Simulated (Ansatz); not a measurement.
A nudged elastic band was laid between two geometries of Cl2H3HfNO (8 atoms, charge 0, multiplicity 1).

All numbers below come from Ansatz, RKS PBE/def2-SVP.

```yaml
movable_images: 7
climbing_image: yes
spring: 5.0 eV/Å²
optimiser: quadratic models (default)
start_path: through a guess of the saddle point
force_threshold: 0.05 eV/Å
iteration_limit: 60
end_points: relaxed
```

Initial state:

```xyz
8
Properties=species:S:1:pos:R:3
Hf -0.026 0.508 0.328
O 1.768 0.542 -0.336
N -0.823 -1.192 -0.419
H -0.355 -1.874 -1.027
Cl -1.328 2.348 -0.438
Cl -0.132 0.412 2.704
H 2.679 0.770 -0.564
H -1.783 -1.515 -0.247
```

Final state:

```xyz
8
Properties=species:S:1:pos:R:3
Hf -0.409 0.443 0.545
O 1.470 -0.141 -0.529
N -1.330 -1.023 -0.057
H 1.285 -0.864 -1.161
Cl -1.091 2.475 -0.547
Cl -0.134 0.475 2.932
H 2.187 0.416 -0.891
H -1.977 -1.781 -0.291
```

(1) Which bonds break or form, and what moves?

(2) What energy profile does the band end with?

(3) What is the geometry of the highest image?

(4) What are the harmonic wavenumbers there?

Answers

(1) Bonds broken: N3–H4. Bonds formed: O2–H4.

(2) The forces met the threshold. The highest image is number 5 of 0 to 8, 50.9 kcal/mol above the first end and 1.5 kcal/mol above the last; the last end lies 49.4 kcal/mol above the first. A vibrational analysis at the climbing image gives one clearly imaginary mode, 710i cm⁻¹: a first-order saddle point. The orbitals stay closed-shell, which can raise the energy where a bond breaks towards radicals; this wasn't checked here.

```json
{"image": "0", "path coordinate (Å)": "0.00", "energy (kcal/mol)": "0.0", "N3–H4 (Å)": "1.03", "O2–H4 (Å)": "3.29"}
{"image": "1", "path coordinate (Å)": "0.50", "energy (kcal/mol)": "1.0", "N3–H4 (Å)": "1.03", "O2–H4 (Å)": "3.03"}
{"image": "2", "path coordinate (Å)": "1.01", "energy (kcal/mol)": "3.6", "N3–H4 (Å)": "1.03", "O2–H4 (Å)": "2.74"}
{"image": "3", "path coordinate (Å)": "1.51", "energy (kcal/mol)": "9.4", "N3–H4 (Å)": "1.03", "O2–H4 (Å)": "2.29"}
{"image": "4", "path coordinate (Å)": "2.01", "energy (kcal/mol)": "26.4", "N3–H4 (Å)": "1.10", "O2–H4 (Å)": "1.70"}
{"image": "5", "path coordinate (Å)": "2.52", "energy (kcal/mol)": "50.9", "N3–H4 (Å)": "1.57", "O2–H4 (Å)": "1.13"}
{"image": "6", "path coordinate (Å)": "2.97", "energy (kcal/mol)": "49.8", "N3–H4 (Å)": "2.06", "O2–H4 (Å)": "1.01"}
{"image": "7", "path coordinate (Å)": "3.42", "energy (kcal/mol)": "49.6", "N3–H4 (Å)": "2.47", "O2–H4 (Å)": "0.98"}
{"image": "8", "path coordinate (Å)": "3.87", "energy (kcal/mol)": "49.4", "N3–H4 (Å)": "2.84", "O2–H4 (Å)": "0.98"}
```

(3) 
```xyz
8
Properties=species:S:1:pos:R:3
Hf -0.296 0.564 0.582
O 1.549 -0.186 -0.326
N -0.869 -0.984 -0.294
H 0.661 -0.825 -0.623
Cl -1.067 2.534 -0.521
Cl -0.596 0.493 2.950
H 1.985 0.204 -1.108
H -1.366 -1.800 -0.659
```

(4) 710i, 74, 82, 101, 160, 332, 356, 363, 429, 482, 544, 618, 759, 858, 1223, 1944, 3557, 3718 cm⁻¹.

Time of the run: 9.4 min on 2 threads of Intel(R) Xeon(R) Processor @ 2.70GHz, with other jobs on the host, peak memory 0.24 GiB.
